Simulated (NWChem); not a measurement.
System: Si$_{2}$NH$_{6}$, doublet; SMILES [N]([SiH3])[SiH3]

Problem. Give the equilibrium geometry at B3LYP/6-31G* (spherical d), spin-unrestricted (NWChem) as a list of bonds and angles, with the point group.

Solution. point group Cs; any orientation.
Bond lengths (Å): Si1–N2 1.729, Si1–H4 1.489, Si1–H5 1.492, Si1–H6 1.490, N2–Si3 1.729, Si3–H7 1.490, Si3–H8 1.489, Si3–H9 1.492. Angles (°): N2–Si1–H4 107.4, N2–Si1–H5 116.6, N2–Si1–H6 106.7, H4–Si1–H5 108.4, H4–Si1–H6 109.1, H5–Si1–H6 108.4, Si1–N2–Si3 145.4, N2–Si3–H7 106.8, N2–Si3–H8 107.3, N2–Si3–H9 116.6, H7–Si3–H8 109.1, H7–Si3–H9 108.4, H8–Si3–H9 108.4.
